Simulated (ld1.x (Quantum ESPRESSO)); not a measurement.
## aluminium (Al): variants of one TM potential

Base potential:

- Element: aluminium (Al)
- Generator: ld1.x (Quantum ESPRESSO) 7.5
- Type: norm-conserving Troullier–Martins (Kleinman–Bylander form)
- Functional: PBE
- Relativity: scalar-relativistic
- Frozen core: [Ne]
- Valence charge: 3
- Reference configuration: 3s2 3p1
- Partial waves: 3p (bound): rc 1.95 bohr; 3d channel at -0.15 Ry: rc 1.60 bohr; 3s (bound): rc 1.45 bohr
- Local potential: the s channel
- Core correction: a·sin(br)/r model core, default radius (core density twice the valence density)

All-electron outer shells of the reference configuration (PBE, scalar-relativistic, ld1.x):

```json
{"shell": "2s", "level (eV)": "-108.17", "outermost node (bohr)": "0.16", "outermost maximum (bohr)": "0.50"}
{"shell": "2p", "level (eV)": "-69.64", "outermost node (bohr)": "–", "outermost maximum (bohr)": "0.43"}
{"shell": "3s", "level (eV)": "-7.75", "outermost node (bohr)": "0.80", "outermost maximum (bohr)": "2.09"}
{"shell": "3p", "level (eV)": "-2.71", "outermost node (bohr)": "0.82", "outermost maximum (bohr)": "2.64"}
```

Cutoffs, loose and tight: the cutoffs (Ry, on a coarse ladder) from which the occupation-weighted sum of valence levels, in a spherical-Bessel basis at the reference potential, stays within 10 and 1 mRy of its value at 400 Ry. They do not see the model core or the augmentation charge, which bear on the density cutoff. Test errors are all-electron minus pseudo excitation energies from the reference, over the configurations 3s2 3p0; 3s1 3p0; 3s2 3p0.5; 3s1 3p1; 3s0 3p3; 3s2 3p1.3; 3s1 3p2. A dash means not determined; rows that change the core or the reference have their own tests.

| change | outcome | cutoff, loose | cutoff, tight | bound ghosts | largest test error (meV) |
| --- | --- | --- | --- | --- | --- |
| base | generated | 35 Ry | 70 Ry | none | +27 |
| all radii but the core radius scaled by about 0.80 (s 1.16, p 1.54, d 1.28 bohr) | generated | 120 Ry | 230 Ry | none | +141 |
| all radii but the core radius scaled by about 0.86 (s 1.26, p 1.68, d 1.38 bohr) | generated | 50 Ry | 140 Ry | none | +41 |
| all radii but the core radius scaled by about 1.19 (s 1.72, p 2.32, d 1.90 bohr) | generated | 10 Ry | 30 Ry | none | +23 |
| all radii but the core radius scaled by about 1.30 (s 1.88, p 2.52, d 2.08 bohr) | generated | 10 Ry | 30 Ry | none | +22 |
| all radii but the core radius scaled by about 1.35 (s 1.96, p 2.64, d 2.16 bohr) | generated | 10 Ry | 30 Ry | none | +22 |

Question: What comes out with this change to the base: all radii but the core radius scaled by about 1.04 (s 1.52, p 2.04, d 1.66 bohr)?

Answer: outcome: generated; cutoff, loose: 25 Ry; cutoff, tight: 60 Ry; bound ghosts: none; largest test error (meV): +25.

Reading the sweep of the scale of all radii but the core radius (base = 1) (base included, trends over the rows without a ghost): The loose cutoff falls from 120 Ry at 0.8 to 10 Ry at 1.35. A larger radius leaves more room for a smooth pseudo-wave, so fewer plane waves are needed; a smaller one forces it to follow the all-electron wave where it bends sharply. The median size of the test errors (rows with all tests solved) is not monotonic: lowest 1.3 meV at 1.3, highest 24.7 meV at 0.8.
